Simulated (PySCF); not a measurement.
Computed IR spectrum (relative IR intensity) of a molecule C2H5ClGe. Geometry: r2SCAN-D4/def2-SVP. Other conformers were not sampled. Level of theory: r2SCAN-D4/def2-SVP (PySCF 2.14.0). Frequencies are harmonic and unscaled.

Lines under 2 % of the strongest are left out, and lines within 2 cm⁻¹ are merged.

ν (cm⁻¹): 340 (w), 416 (m), 573 (m), 588 (w), 684 (m), 770 (vs), 881 (s), 978 (m), 995 (w), 1024 (w), 1262 (vw), 1404 (w), 2155 (s), 2157 (vs), 3119 (w), 3136 (vw) (against the strongest line: vs over 80 %, s over 45 %, m over 15 %, w over 4 %, vw less)

Problem. Which molecule gave these data?
(A) C=[C](Cl)[GeH3]
(B) Cl/C=[CH]/[GeH3]
(C) C=[CH][GeH2][Cl]

Solution. C, C=[CH][GeH2][Cl]
